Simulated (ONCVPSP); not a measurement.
**Before and after: ONCV potential for Ce**

* Element: cerium
* Generator: ONCVPSP 4.0.1
* Type: optimised norm-conserving Vanderbilt (ONCV)
* Functional: LDA (Perdew-Zunger)
* Relativity: scalar-relativistic
* Frozen core: [Kr] 4d10
* Valence charge: 12
* Reference configuration: 4f1 5s2 5p6 5d1 6s1.75 6p0.25
* Partial waves: 5s+6s: rc 2.25 bohr, ncon 4, nbas 8, qcut 4.8 1/bohr, 2 projectors; 5p+6p: rc 2.65 bohr, ncon 3, nbas 6, qcut 6 1/bohr, 2 projectors; 5d: rc 3.40 bohr, ncon 4, nbas 9, qcut 3.9 1/bohr, 2 projectors, debl 2 Ha; 4f: rc 1.45 bohr, ncon 3, nbas 8, qcut 11.8 1/bohr, 2 projectors, debl 1.6 Ha
* Local potential: polynomial inside 1.40 bohr (lpopt 5, dvloc0 6 Ha)
* Core correction: Teter function, fcfact 4.75, rcfact 1.4

All-electron outer shells of the reference configuration (LDA (Perdew-Zunger), scalar-relativistic, ld1.x):

```
shell  level (eV)  outermost node (bohr)  outermost maximum (bohr)
   4p     -210.92                   0.33                      0.62
   4d     -110.73                   0.31                      0.66
   5s      -41.02                   0.75                      1.37
   5p      -23.59                   0.81                      1.53
   4f       -5.90                      –                      0.71
   6s       -4.06                   1.81                      3.68
   5d       -3.42                   0.92                      2.18
   6p       -1.56                   2.15                      4.84
```

Change: d: nbas 7.

Cutoffs: the cutoffs (Ha) at which the residual kinetic energy of the hardest occupied pseudo-wave falls to 1 and 0.1 mHa per electron; they do not see the model core or the augmentation charge, which bear on the density cutoff. Errors are all-electron minus pseudo energies relative to the spin-unpolarised reference configuration.

Problem. Predict the effect on cutoff, ghosts and configuration errors.

Solution. The potential gets neither clearly harder nor softer (57 Ha and 62 Ha → 57 Ha and 62 Ha); a bound ghost appears in d, which as a rule spoils a file; the errors of the 3 common tests hardly move.

| quantity | base | changed |
| --- | --- | --- |
| cutoff, loose | 57 Ha | 57 Ha |
| cutoff, tight | 62 Ha | 62 Ha |
| loose cutoff by channel | s 9.0 Ha, p 6.9 Ha, d 5.3 Ha, f 57 Ha | s 9.0 Ha, p 6.9 Ha, d 5.4 Ha, f 57 Ha |
| bound ghosts | none | d |
| GHOST(+) flags under 300 eV | d at 67.0 eV, s at 94.3 eV | s at 94.3 eV |
| tests counted as reliable (solved cleanly; for ONCVPSP, near-neutral configurations with less than one 5d electron left out) | 3 of 4 | 3 of 4 |
| error for 4f1 5s2 5p6 5d1 6s2 6p0, meV [ΔE -0.62 eV] | 0.0 | 0.0 |
| error for 4f1 5s2 5p6 5d1 6s1 6p0, meV [ΔE 5.65 eV] | -1.4 | -1.3 |
| error for 4f1 5s2 5p6 5d1 6s0 6p0, meV [ΔE 17.00 eV] | -5.8 | -5.6 |
| s: phases at 2.28 bohr within 0.05 rad from the reference energy up to (Ha; the scan ends near 5) | 3.2 | 3.2 |
| p: phases at 2.69 bohr within 0.05 rad from the reference energy up to (Ha; the scan ends near 5) | 3.7 | 3.7 |
| d: phases at 3.44 bohr within 0.05 rad from the reference energy up to (Ha; the scan ends near 5) | 2.4 | 3.0 |
| f: phases at 1.47 bohr within 0.05 rad from the reference energy up to (Ha; the scan ends near 5) | to the end of the scan | to the end of the scan |
| rms error of d²Exc/dni dnj with the model core, mHa | 3.75 | 3.75 |

 A true bound ghost makes a file unfit for plane-wave use even where its test errors are small: the radial tests pick states by their node count and pass the ghost by.
